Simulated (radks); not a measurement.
Question: Successive ionisation energies (eV) of one element, from differences of total energies of ions in their ground configurations, starting at charge 0: 12.570, 21.786, 31.763, 42.362, 53.481, 65.046, 92.889, 106.66, 180.11, 205.32, 231.33, 258.11. Calculated with a radial shooting solver on a logarithmic mesh with Libxc functionals: Dirac Kohn-Sham, PBE, spin-unpolarised, spherical densities, finite nucleus; open shells are shared between the two j in proportion to 2j + 1; Fermi nuclear charge, rms radius 4.7859 fm. Which element is it?

Answer: Xenon (Z = 54). The first species listed is Xe in [Xe], the last Xe11+ in [Kr] 4d7.
